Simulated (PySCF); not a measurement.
# From computed data to an observable: refractive index and permittivity of the vapour

Sn(H)2(vinyl)(OMe) (C3H8OSn), SMILES C[O][SnH2][CH]=C.

Geometry: PBE0-D3(BJ)/def2-SVP. The def2 effective core potentials stand for the cores of Sn; spin–orbit coupling is left out. The values are those of a single conformer.

CAM-B3LYP/def2-TZVP (PySCF) gives a mean static polarisability of 79.1 bohr³ and a dipole moment of 1.55 D. Take an ideal gas at 298.15 K and 0.01 bar, whether or not the substance is that volatile.

Problem. Work out n − 1 in the optical limit and the static ε − 1.

Solution. 
Polarisability volume α' = 79.1 × 0.148185 = 11.72 Å³. Number density N = p/kT = 2.43e-7 Å⁻³.
Dilute limit of Lorentz–Lorenz: n − 1 = 2π N α' = 1.8e-5.
Orientation term of Debye: μ²/(3kT) = 8.098 Å³ × μ²(D²) = 19.45 Å³.
ε − 1 = 4π N (α' + μ²/3kT) = 9.5e-5. Orientation of the dipole supplies 62 % of the static response; it can't follow optical fields. Vibrational polarisation and dispersion are left out.
